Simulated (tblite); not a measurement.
Species: C₅H₇NO₂Si.
Cartesian coordinates in Å at the GFN2-xTB level; atoms count from 1:
```xyz
16
C5H7NO2Si angstrom
C      2.8637   -0.3301   -0.3683
N      1.7079   -0.7944   -0.5065
C      0.5439   -0.1919   -0.0997
C      0.1895    1.0581   -0.4476
Si    -1.5760    1.5710   -0.1362
O     -2.3468    0.1154    0.0164
C     -1.8246   -1.0828    0.2183
O     -2.4768   -2.0803    0.0966
C     -0.3698   -1.1108    0.6640
H      3.6894   -0.8757   -0.8017
H      3.0971    0.5857    0.1807
H      0.8917    1.6543   -1.0116
H     -2.2589    2.1767   -1.2681
H     -1.7548    2.2648    1.1389
H     -0.3737   -0.8129    1.7179
H     -0.0092   -2.1382    0.5956
```

Level: GFN2-xTB in tblite, geometry and Hessian alike; calculated harmonic values, unscaled, isolated species. The method is semi-empirical: single wavenumbers can be off by several per cent or more. Modes of hydrogen on silicon can be 10 to 20 % off. One conformer, not necessarily the lowest.

Harmonic wavenumbers (cm⁻¹): 61.7, 92.9, 109.5, 135.9, 251.2, 319.4, 343.6, 384.4, 424.8, 490.4, 500.8, 572.5, 589.8, 624.1, 667.1, 694.7, 767.3, 782.6, 797.0, 836.5, 909.0, 960.2, 970.8, 983.8, 1087.9, 1120.3, 1168.0, 1182.0, 1237.1, 1310.2, 1417.9, 1420.7, 1592.5, 1739.4, 1781.2, 2262.0, 2339.3, 2906.7, 2934.6, 3009.1, 3070.1, 3073.8.

A = 2234, B = 1124, C = 781.4 MHz; mass 141.025 u (most abundant isotopes); point group C1, symmetry number 1.

**Question.** What is the zero-point energy?

**Answer.** ½Σν̃ = 23961 cm⁻¹ = 286.64 kJ/mol.

**Question.** Entropy at 298.15 K, 1 bar (ideal gas, RRHO, classical rotation)?

**Answer.** Translation 170.58, rotation 123.36, vibration 105.71: S = 399.6 J/(mol K).

**Question.** And Cp and H(298.15 K) − H(0)?

**Answer.** Cp = 154.85 J/(mol K), of which vibrations give 121.59 (their classical limit is 42 R = 349.2); H(298.15 K) − H(0) = 27.29 kJ/mol without the zero-point energy, 17.37 from vibrations.

**Question.** What must be added to the electronic energy to get the Gibbs energy at 298.15 K and 1 bar?

**Answer.** ZPE + [H(298.15 K) − H(0)] − T·S = 286.64 + 27.29 − 119.15 = 194.78 kJ/mol.

**Question.** How do the functions run with temperature in this model?

**Answer.** 
| T (K) | S (J/(mol K)) | Cp (J/(mol K)) | H − H(0) (kJ/mol) | G − H(0) (kJ/mol) | ln q(vib) |
| --- | --- | --- | --- | --- | --- |
| 50 | 243.8 | 51.4 | 1.99 | -10.20 | 0.32 |
| 100 | 285.4 | 70.4 | 5.04 | -23.49 | 1.27 |
| 373.15 | 437.5 | 183.3 | 39.99 | -123.27 | 7.48 |
| 500 | 496.9 | 222.1 | 65.83 | -182.60 | 10.50 |
| 750 | 597.5 | 273.2 | 128.30 | -319.81 | 16.24 |
| 1000 | 680.7 | 304.8 | 200.84 | -479.90 | 21.53 |

q(vib) and H(0) count from the zero-point level.

**Question.** Blend soft modes into free rotors: weight 1/[1 + (100 cm⁻¹/ν̃)⁴] for the oscillator and the rest for a rotor with moment μB/(μ + B), μ = h/(8π²ν), B = 10⁻⁴⁴ kg m². What vibrational entropy results?

**Answer.** 99.11 J/(mol K) in place of 105.71, which changes −T·S at 298.15 K by +1.97 kJ/mol.

Hindered rotation and anharmonicity are outside this model. Other conformers, if any are populated, would add a mixing term that is left out. The structure is chiral; the term R ln 2 for an equal mix with its mirror image is left out.

Hardware: one thread, Arm Neoverse V2 (aarch64), shared host. Cost: 0.48 s. This covers the Hessian and the dipole derivatives.
